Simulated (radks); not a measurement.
The bismuth anion Bi3-, [Rn], held by a Watson sphere: a shell of charge +3 at radius R that stands for the Madelung well of a crystal (potential energy -3/R inside, -3/r outside, in hartree with lengths in bohr). Calculated with a radial shooting solver on a logarithmic mesh with Libxc functionals: scalar-relativistic Kohn-Sham, LDA (Slater exchange, VWN5 correlation), spin-polarised, spherical densities, finite nucleus; Fermi nuclear charge, rms radius of each element as measured or else 0.836 A^(1/3) + 0.57 fm. Response by self-consistent Sternheimer equations with the Hartree and adiabatic LDA kernel, the relativistic mass of each level held fixed and spin-orbit coupling left out. The sphere does not respond.

R (bohr)	e(5d) (eV)	e(6s) (eV)	e(6p) (eV)	<r> 6p (bohr)	sum of <r^2> (bohr^2)	X-ray form factor at sin(theta)/lambda = 0.3 1/angstrom	alpha (bohr^3)
2.69	-27.258	-16.462	-6.837	2.906	101.8	62.178	57.78
3.49	-25.471	-14.316	-5.626	3.229	116.5	62.318	93.61
4.08	-24.785	-13.267	-4.811	3.464	128.2	62.372	134.4
4.71	-24.310	-12.497	-4.078	3.705	141.4	62.393	195.2
4.92	-24.188	-12.299	-3.865	3.783	146.0	62.396	220.2
5.47	-23.926	-11.884	-3.373	3.981	158.4	62.401	298.9
5.86	-23.779	-11.659	-3.077	4.117	167.6	62.404	368.5
